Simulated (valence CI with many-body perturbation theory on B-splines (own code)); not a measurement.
## Hg LXXIV: one-electron terms

Level of theory: valence CI with perturbative core correlation (CI+MBPT): five valence electrons over a frozen Dirac-Fock core [He], radial functions for each j: 9 s, 9 p, 8 d, 6 f, 3 g, 1 h, with the one-electron correlation potential Σ1, the two-electron term Σ2, the three-electron term Σ3, Breit, model QED; selected CI, second order for the rest (own B-spline code, finite nucleus).

No measured spectrum was set against this ion. As an estimate, large intervals hold to a few tenths of a per cent, small ones and those within an open d or f shell to about a per cent. Among the levels kept, up to 1200 cm⁻¹ of a level comes from second order outside the variational space, and about a tenth of that is noise between levels of different J, which matters for small intervals.

These are the spectroscopic orbitals of the CI (the correlating ones are not listed), shaped by the core and the other valence electrons. h is the expectation value of the core's Dirac-Fock operator, without the valence repulsion; Σ1 is computed up to l = 3 at one energy for each symmetry, that of its lowest orbital but kept below the first core excitation, so for empty shells it is not the orbital's own correlation shift; Breit and QED include the response of the core.

| Orbital | h (hartree) | Σ1 (cm⁻¹) | Breit (cm⁻¹) | QED (cm⁻¹) | ⟨r⟩ (bohr) |
| --- | --- | --- | --- | --- | --- |
| 2s1/2 | -866.75 | -1662 | 164005 | 209265 | 0.06733 |
| 3s1/2 | -373.98 | -423 | 44586 | 59550 | 0.1593 |
| 4s1/2 | -206.03 | -167 | 17426 | 24175 | 0.2924 |
| 5s1/2 | -130 | -82.4 | 8645 | 12085 | 0.4657 |
| 2p1/2 | -858.43 | -4895 | 331538 | 15098 | 0.05514 |
| 3p1/2 | -371.64 | -1137 | 86308 | 3084 | 0.1481 |
| 4p1/2 | -205.07 | -439 | 33496 | 1177 | 0.2819 |
| 5p1/2 | -129.52 | -215 | 16544 | 576 | 0.4560 |
| 2p3/2 | -778.41 | -2599 | 99727 | 31898 | 0.06318 |
| 3p3/2 | -347.83 | -614 | 28042 | 8405 | 0.1596 |
| 4p3/2 | -195.13 | -239 | 14336 | 3396 | 0.2972 |
| 5p3/2 | -124.47 | -118 | 7221 | 1703 | 0.4751 |
| 3d3/2 | -346.99 | -271 | 2970 | -211 | 0.1346 |
| 4d3/2 | -194.77 | -119 | 1640 | 51.8 | 0.2729 |
| 5d3/2 | -124.29 | -61.8 | 786 | 54.7 | 0.4516 |
| 3d5/2 | -340.56 | -219 | 947 | 2510 | 0.1384 |
| 4d5/2 | -192.04 | -95.1 | 525 | 1183 | 0.2775 |
| 5d5/2 | -122.89 | -49.3 | 243 | 631 | 0.4571 |
| 4f5/2 | -191.91 | -20.3 | 16.5 | -305 | 0.2385 |
| 5f5/2 | -122.83 | -11.6 | 13.7 | -147 | 0.4186 |
| 4f7/2 | -190.61 | -18.7 | 5.0 | 286 | 0.2410 |
| 5f7/2 | -122.16 | -10.6 | 4.2 | 157 | 0.4213 |
| 5g7/2 | -122.15 |  | 0.1 | -100 | 0.3678 |
| 5g9/2 | -121.75 |  | 0.0 | 79.8 | 0.3696 |

Among the shells of the start configuration 2s2 2p3, Σ1 is largest in size for 2p1/2, where it is 0.0026 % of h.

Lowest root of each symmetry, sizes in configuration state functions:

```json
{"J": "1/2", "Parity": "even", "Roots": "12", "Reference": "61", "Variational": "40000", "Second order": "105929", "Change by selected CI (cm⁻¹)": "-48966", "Change by second order (cm⁻¹)": "-41"}
{"J": "3/2", "Parity": "even", "Roots": "15", "Reference": "85", "Variational": "39992", "Second order": "201647", "Change by selected CI (cm⁻¹)": "-49481", "Change by second order (cm⁻¹)": "-391"}
{"J": "5/2", "Parity": "even", "Roots": "12", "Reference": "75", "Variational": "39993", "Second order": "248139", "Change by selected CI (cm⁻¹)": "-41323", "Change by second order (cm⁻¹)": "-495"}
{"J": "7/2", "Parity": "even", "Roots": "5", "Reference": "40", "Variational": "39996", "Second order": "187323", "Change by selected CI (cm⁻¹)": "-40538", "Change by second order (cm⁻¹)": "-417"}
{"J": "9/2", "Parity": "even", "Roots": "2", "Reference": "18", "Variational": "39287", "Second order": "89431", "Change by selected CI (cm⁻¹)": "-39344", "Change by second order (cm⁻¹)": "-16"}
{"J": "1/2", "Parity": "odd", "Roots": "11", "Reference": "66", "Variational": "39996", "Second order": "133629", "Change by selected CI (cm⁻¹)": "-40725", "Change by second order (cm⁻¹)": "-58"}
{"J": "3/2", "Parity": "odd", "Roots": "16", "Reference": "100", "Variational": "39994", "Second order": "187303", "Change by selected CI (cm⁻¹)": "-42477", "Change by second order (cm⁻¹)": "-225"}
{"J": "5/2", "Parity": "odd", "Roots": "10", "Reference": "85", "Variational": "39995", "Second order": "233500", "Change by selected CI (cm⁻¹)": "-38339", "Change by second order (cm⁻¹)": "-481"}
{"J": "7/2", "Parity": "odd", "Roots": "5", "Reference": "54", "Variational": "39999", "Second order": "203886", "Change by selected CI (cm⁻¹)": "-37411", "Change by second order (cm⁻¹)": "-473"}
{"J": "9/2", "Parity": "odd", "Roots": "2", "Reference": "22", "Variational": "39981", "Second order": "84668", "Change by selected CI (cm⁻¹)": "-31631", "Change by second order (cm⁻¹)": "-41"}
```
